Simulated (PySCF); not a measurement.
**Sr⁺: excitation energy**

Sr⁺ [Kr] 5s1 (2S) → Sr⁺ [Kr] 5p1 (2P), as a difference of total energies. All numbers are calculated (PySCF 2.14, the non-relativistic Hamiltonian (point nucleus), in dyall-av2z). The calculations carry no spin-orbit coupling.

```csv
method,excitation energy (eV),difference from reference (eV)
UHF,2.617,-0.390
LDA,2.763,-0.244
PBE,2.579,-0.428
PBE0,2.593,-0.414
r2SCAN,2.499,-0.508
TPSSh,2.455,-0.552
BP86,2.591,-0.416
r2SCANh,2.536,-0.471
```

Reference: 3.007 eV (measured; NIST levels, between the centres of gravity of the two terms).

These non-relativistic numbers lack the scalar-relativistic shift.
